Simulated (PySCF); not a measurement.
Molecule: SMILES C[SiH](C)S[Si](O)(O)O (C2H10O3SSi2). Atoms near the plane z = 0.0 Å, at the GFN2-xTB optimised geometry (x, y, z in Å): S4 (-1.5, 1.0, 0.0), Si5 (-0.6, -1.0, 0.0), O7 (1.0, -1.0, 0.0), H17 (1.5, -0.7, -0.8).

Method: PBE0/def2-SVP in PySCF. Cells within 0.4 Å of a nucleus heavier than hydrogen are left out (blank, or x). The values are rescaled to run from 0 to 1.

```
|22222222222222222222222222222|
|22222222222222222222222222222|
|22222222222222222222222222222|
|22222222222222222222222222222|
|22222222222222222222222222222|
|22222222222222222222222222222|
|22222222222222222222222222222|
|22222221112222222222222222222|
|22222205960122222222222222222|
|2222215xxx9022222222222222222|
|2222209xxx9022222222222222222|
|2222209xxx9022222222222222222|
|22222109991122222222222222222|
|22222210000122222222222222222|
|22222222111122222333222222222|
|22222222212343223444432222222|
|22222222229999333203443222222|
|22222222269xx9921xxx343222222|
|22222222289xxx920xxx243222222|
|22222222259xx9832xxx443222222|
|22222222227999333323432222222|
|22222222222332223444322222222|
|22222222222222222232222222222|
|22222222222222222222222222222|
|22222222222222222222222222222|
|22222222222222222222222222222|
|22222222222222222222222222222|
|22222222222222222222222222222|
|22222222222222222222222222222|
```
Scale: ten equal steps from 0.000 (start of '0') to 1.00 (end of '9'), in the order '0123456789'; x runs from -3.50 to 3.50, y from -3.50 (bottom) to 3.50 (top).

Problem. Which quantity is mapped?
A. electron localisation function
B. an orbital amplitude
C. deformation density (molecule minus spherical neutral atoms)
D. Laplacian of the electron density

Solution. D, Laplacian of the electron density. In full: Laplacian of the electron density (e/bohr⁵), clipped to [-1.50, 1.50].
